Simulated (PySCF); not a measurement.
Here is a computed PBE/def2-SV(P) geometry (Å):
```
C 
C   1  1.3733
C   2  1.4610  1  122.62
C   3  1.3671  2  122.02  1   180.00
C   4  1.4529  3  122.21  2     0.09
C   5  1.3870  4  119.83  3   179.84
N   6  1.3715  5  127.33  4   177.19
C   5  1.4533  4  116.18  3    -0.11
C   8  1.3680  5  121.75  4     0.09
H   1  1.1036  2  121.16  3  -179.94
H   1  1.1036  2  121.17  3     0.05
H   3  1.1033  2  117.99  1    -0.00
H   4  1.1046  3  119.77  2  -179.96
H   6  1.1040  5  118.66  4     0.12
H   7  1.0209  6  118.67  5   163.77
H   7  1.0226  6  119.53  5    13.25
H   8  1.1047  5  119.75  4  -179.61
H   9  1.1037  2  117.82  1    -0.09
```
Z-matrix in Å and degrees, rows numbered from 1.

Neutral, closed shell.

Problem. Which heavy atoms are bonded, and with what formal order?

Solution. C1–C2 (double); C2–C3 (aromatic); C3–C4 (aromatic); C4–C5 (aromatic); C5–C6 (double); C6–N7 (single); C5–C8 (aromatic); C8–C9 (aromatic); C2–C9 (aromatic). Hydrogens: H10, H11 on C1; H12 on C3; H13 on C4; H14 on C6; H15, H16 on N7; H17 on C8; H18 on C9. The aromatic marks follow RDKit's electron count.

Problem. Which species is it?

Solution. `C=c1ccc(=CN)cc1`, C8H9N.

Problem. Which rings does it hold (smallest set)?

Solution. C2–C3–C4–C5–C8–C9 (6 members, 0.00 Å rms from planarity).

Problem. Describe the place of each heavy atom.

Solution. C1: carbon bonded to C and 2 H; C2: unsaturated ring carbon; C3: unsaturated ring CH carbon; C4: unsaturated ring CH carbon; C5: unsaturated ring carbon; C6: carbon bonded to C, N and H; N7: nitrogen bonded to C and 2 H; C8: unsaturated ring CH carbon; C9: unsaturated ring CH carbon.

Problem. What is the arrangement about C4?

Solution. It has 3 neighbours (C3, C5, H13) and is planar (angles 122.2°, 119.8° and 118.0°, sum 360.0°, 0.00 Å off the plane of its three neighbours).

Problem. What is the arrangement about C3?

Solution. It has 3 neighbours (C2, C4, H12) and is planar (angles 122.0°, 120.0° and 118.0°, sum 360.0°, 0.00 Å off the plane of its three neighbours).
